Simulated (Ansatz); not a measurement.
All values below come from frozen-core CCSD(T)/def2-TZVPP // PBE0-D3(BJ)/def2-TZVP (Ansatz, a first-principles code).

Ansatz 0.2 input:
```yaml
crystal:
  periodic: [false, false, false]
  atoms:
    - { symbol: C, position_ang: [1.373016, -0.06228, -0.239181] }
    - { symbol: B, position_ang: [-0.072, 0.478379, -0.054114] }
    - { symbol: C, position_ang: [-1.299604, -0.408602, 0.294256] }
    - { symbol: I, position_ang: [-0.396091, 2.594456, -0.296252] }
    - { symbol: H, position_ang: [1.38277, -1.108597, -0.558103] }
    - { symbol: H, position_ang: [2.004626, 0.53376, -0.897532] }
    - { symbol: H, position_ang: [1.843871, -0.039602, 0.75455] }
    - { symbol: H, position_ang: [-2.086679, 0.100763, 0.850335] }
    - { symbol: H, position_ang: [-1.743575, -0.717727, -0.663372] }
    - { symbol: H, position_ang: [-1.011729, -1.328382, 0.811405] }
basis:
  gaussian: { orbitals: def2-TZVPP }
correlation:
  method: ccsd_t
```

Output:

```
Functional definition: HF
1498 factors; integrals over basis functions are off by at most 1.0e-3 eV
mean field evaluation 1: about -10899.3459 eV, gradient 3.3e1 eV
mean field evaluation 2: about -10899.4392 eV, gradient 3.3e1 eV
mean field evaluation 4: about -10902.4067 eV, gradient 3.1e0 eV
mean field evaluation 8: about -10902.4503 eV, gradient 2.5e-1 eV
mean field evaluation 16: about -10899.3454 eV, gradient 3.3e1 eV
mean field -10902.45067578 eV, -400.6576723883 hartree, gradient 3.0e-6 eV, S^2 0.000000; 0 other end points of the search recorded, 0 dependent functions left out
7 core orbitals not correlated
reference -10902.45067578 eV, -400.6576723883 hartree; 17, 17 occupied and 203, 203 virtual orbitals, 1498 factors
second order -25.96557354 eV of doubles, -0.00000000 eV of singles
cycle   1  -25.41226053 eV  change    5.5e-1 eV  update   9.9e-2
cycle   2  -26.01916864 eV  change   -6.1e-1 eV  update   2.6e-2
cycle   3  -26.09745167 eV  change   -7.8e-2 eV  update   1.4e-2
cycle   4  -26.07686601 eV  change    2.1e-2 eV  update   3.8e-3
cycle   5  -26.07714780 eV  change   -2.8e-4 eV  update   2.3e-3
cycle   6  -26.07806225 eV  change   -9.1e-4 eV  update   7.6e-4
cycle   7  -26.07749543 eV  change    5.7e-4 eV  update   2.8e-4
cycle   8  -26.07756702 eV  change   -7.2e-5 eV  update   6.9e-5
cycle   9  -26.07762307 eV  change   -5.6e-5 eV  update   2.4e-5
cycle  10  -26.07760916 eV  change    1.4e-5 eV  update   6.7e-6
perturbative correction -0.81083843 eV, -0.0297977627 hartree
Total energy: -10929.33912337 eV, -401.6458046115 hartree
```

Cost: about 6 core-minutes (a rough figure).
